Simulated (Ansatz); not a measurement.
GeH$_{4}$S$_{2}$ (`S[S][GeH3]`), relaxed with RKS PBE-D4/def2-SVP in Ansatz 0.2.0 from a rough embedded geometry. The force threshold is 0.03 eV/Å; the program also tests the step.

Total charge 0; spin multiplicity 1.

Start:

```xyz
7

S    -0.950   -1.975   -0.112
S     0.207   -0.864    1.360
Ge    0.625    0.730   -0.094
H    -2.116   -1.243    0.268
H    -0.703    1.377   -0.606
H     1.536    1.837    0.544
H     1.402    0.138   -1.359
```

Task: By how much does the energy fall, and how many steps does the optimiser take? (Estimate.)

Result: Computed: 4.22 kcal/mol, in 5 steps.

Task: Which bonds change most? (An estimate is asked.)

Result: Computed: S1–S2 from 2.177 to 2.110 Å; S2–Ge3 from 2.198 to 2.262 Å; S1–H4 from 1.428 to 1.369 Å; Ge3–H7 from 1.599 to 1.549 Å.

Task: Give the relaxed structure. (An estimate is asked.)

Result: Ansatz gave: 
```xyz
7

S    -1.012   -2.040    0.017
S     0.159   -0.831    1.289
Ge    0.681    0.814   -0.173
H    -2.225   -1.464    0.282
H    -0.623    1.513   -0.638
H     1.590    1.803    0.607
H     1.430    0.205   -1.384
```
